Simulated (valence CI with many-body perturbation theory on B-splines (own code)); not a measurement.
The numbers below are computed, except where a source is named.
## Hyperfine factors and g values of Hg XLVIII

Level of theory: valence CI with perturbative core correlation (CI+MBPT): five valence electrons over a frozen Dirac-Fock core [Ar] 3d10, radial functions for each j: 11 s, 11 p, 10 d, 8 f, 5 g, 2 h, with the one-electron correlation potential Σ1, the two-electron term Σ2, the three-electron term Σ3, Breit, model QED; selected CI, second order for the rest, scaled by the run's own slope (own B-spline code, finite nucleus).

The last digits are not significant, and no measured levels were compared; by estimate large intervals hold to a few tenths of a per cent, small ones and those within an open d or f shell to about a per cent. Among the levels kept, up to 2000 cm⁻¹ of a level comes from second order outside the variational space, and about a tenth of that is noise between levels of different J, which matters for small intervals.

A/g_I is the dipole constant over the nuclear g factor μ/I (μ in nuclear magnetons, uniformly magnetised nucleus), B/Q the quadrupole constant per barn. Both hold the static response of the core; the bare values leave it out. Large factors of s and p1/2 electrons are usually good to 5 to 10 %; those of open d and f shells near neutrality can be off by tens of per cent, and small factors of p3/2, d and f electrons come from cancelling terms and can be off by a factor of two or in sign, in half-filled shells by more. B is blank for J = 1/2, where it vanishes, and for nearly pure S terms. Energies count from the lowest level.

Levels are named by their leading jj configuration (3d3/2^4 stands for four electrons in 3d with j = 3/2), which in mixed levels can hold well under half, so a name can repeat and another be missing. Letters in brackets count levels of one name in rising energy.

```csv
Level,E (eV),g,A/g_I (MHz),A/g_I bare,B/Q (MHz/b),B/Q bare
(4s^2 4p1/2^2 4p3/2) J=3/2,0.00,1.353,76700,73700,152000,148000
(4s^2 4p1/2 4p3/2^2) J=3/2,138.03,1.458,-59400,-58500,14300,13900
(4s^2 4p1/2 4p3/2^2) J=5/2,144.12,1.194,217000,211000,-307,-279
(4s^2 4p1/2 4p3/2^2) J=1/2,151.83,0.657,772000,750000,,
(4s^2 4p1/2^2 4d3/2) J=3/2,175.60,0.784,37800,38000,25000,24800
(4s^2 4p1/2^2 4d5/2) J=5/2,213.05,1.215,33700,33500,14100,14200
(4s 4p1/2^2 4p3/2^2) J=5/2,252.90,1.460,496000,481000,44500,43200
(4s 4p1/2^2 4p3/2^2) J=1/2,269.02,2.082,2220000,2150000,,
(4s 4p1/2^2 4p3/2^2) J=3/2,271.02,1.175,-337000,-327000,-28500,-27700
(4s^2 4p3/2^3) J=3/2,290.98,1.308,80200,77300,-167000,-162000
(4s^2 4p1/2 4p3/2 4d3/2) J=5/2 [a],312.74,0.960,163000,159000,-19100,-18300
(4s^2 4p1/2 4p3/2 4d3/2) J=3/2 [a],313.37,0.907,148000,145000,-94900,-92100
(4s^2 4p1/2 4p3/2 4d3/2) J=1/2 [a],313.56,0.195,311000,304000,,
(4s^2 4p1/2 4p3/2 4d3/2) J=7/2,318.94,1.036,159000,155000,163000,159000
(4s^2 4p1/2 4p3/2 4d3/2) J=5/2 [b],335.30,1.184,3170,3370,152000,148000
(4s^2 4p1/2 4p3/2 4d3/2) J=3/2 [b],337.01,1.197,30900,29900,13900,13200
(4s^2 4p1/2 4p3/2 4d3/2) J=1/2 [b],338.08,1.707,351000,339000,,
(4s^2 4p1/2 4p3/2 4d5/2) J=7/2 [a],343.28,1.309,-42100,-40600,172000,167000
(4s^2 4p1/2 4p3/2 4d5/2) J=3/2 [a],348.68,1.380,-81100,-77900,-63500,-61600
(4s^2 4p1/2 4p3/2 4d5/2) J=9/2,350.15,1.190,120000,116000,165000,161000
(4s^2 4p1/2 4p3/2 4d5/2) J=5/2 [a],351.38,1.135,183000,179000,-116000,-113000
(4s^2 4p1/2 4p3/2 4d5/2) J=5/2 [b],364.94,1.260,-47800,-46000,18400,18100
(4s^2 4p1/2 4p3/2 4d5/2) J=7/2 [b],365.25,1.121,139000,135000,5640,5860
(4s^2 4p1/2 4p3/2 4d5/2) J=3/2 [b],368.02,0.934,226000,220000,19200,18700
(4s^2 4p1/2 4p3/2 4d5/2) J=1/2,369.56,1.230,-274000,-264000,,
(4s 4p1/2 4p3/2^3) J=3/2 [a],398.32,1.512,399000,387000,-137000,-133000
(4s^2 4p1/2^2 4f5/2) J=5/2,407.32,0.850,-15900,-14400,11300,10300
(4s 4p1/2 4p3/2^3) J=5/2,407.40,1.294,622000,603000,-189000,-183000
(4s^2 4p1/2^2 4f7/2) J=7/2,417.84,1.153,61400,60300,26500,24800
(4s 4p1/2 4p3/2^3) J=1/2,418.97,1.352,-778000,-755000,,
(4s 4p1/2 4p3/2^3) J=3/2 [b],420.06,1.090,117000,113000,-16900,-16300
(4s 4p1/2^2 4p3/2 4d3/2) J=5/2 [a],424.91,1.278,397000,385000,38900,37600
(4s 4p1/2^2 4p3/2 4d3/2) J=3/2 [a],425.55,1.302,249000,242000,-2840,-3040
(4s 4p1/2^2 4p3/2 4d3/2) J=1/2 [a],425.71,2.440,1240000,1200000,,
(4s 4p1/2^2 4p3/2 4d3/2) J=7/2,431.96,1.271,317000,308000,114000,111000
(4s 4p1/2^2 4p3/2 4d3/2) J=3/2 [b],440.09,0.997,133000,130000,-87700,-85100
(4s 4p1/2^2 4p3/2 4d3/2) J=1/2 [b],448.40,0.548,329000,320000,,
(4s 4p1/2^2 4p3/2 4d3/2) J=5/2 [b],450.04,0.912,-130000,-125000,101000,98400
(4s 4p1/2^2 4p3/2 4d5/2) J=9/2,454.39,1.357,290000,282000,165000,161000
(4s 4p1/2^2 4p3/2 4d5/2) J=5/2 [a],464.47,1.385,445000,433000,-86600,-84000
```

Question: Take the isotope of mass number 199, with I = 1/2, μ = 0.5039 μN. What is the hyperfine structure of (4s^2 4p1/2^2 4p3/2) J=3/2?

Answer: From the table A = 77300 MHz. Shifts from the centre of gravity in MHz: F = 1: -96600, F = 2: 58000.
